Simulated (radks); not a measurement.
Spherical quantum dot in the effective-mass picture: electrons in a hard-walled sphere of radius 1.96, with a point charge +1 (a donor) at the centre, all in effective atomic units (hartree* = m*/eps^2 hartree, bohr* = eps/m* bohr), one dielectric constant everywhere. Method: non-relativistic Kohn-Sham, PBE, spin-polarised, spherical densities; computed with a radial shooting solver with Libxc functionals. Levels are named by radial order and angular momentum (1s, 1p, 1d, 2s, ...), and open shells are averaged over m. Results are scaled to m* = 0.538 and eps = 11.1, for which hartree* = 118.8 meV and bohr* = 1.092 nm.

N = 5, configuration 1s2 1p(up 3, down 0). This is the lowest configuration that the search found. Occupied and some empty levels:

level,occupation,eigenvalue (meV),<r> (nm)
1s up,1,411.79,1.053
1s down,1,435.22,1.028
1p up,3,575.41,1.286
1p down,0,606.11,1.282
1d up,0,770.41,1.401
1d down,0,802.53,1.402
2s up,0,827.07,1.034
2s down,0,842.12,1.049
1f up,0,1006.4,1.479
1f down,0,1038.3,1.481

Energy (meV): total 1462.52, kinetic 1252.4, external -649.33, Hartree 1218.7, exchange-correlation -359.22.

Electron density:

r (nm),n(r) (e/nm^3)
0.103,0.6246
0.210,0.5342
0.318,0.4719
0.425,0.4301
0.532,0.4020
0.639,0.3822
0.746,0.3659
0.853,0.3495
0.960,0.3300
1.07,0.3053
1.17,0.2746
1.28,0.2373
1.39,0.1958
1.50,0.1519
1.60,0.1090
1.71,0.07045
1.82,0.03924
1.92,0.01697
2.03,0.004089
2.14,8.856e-06
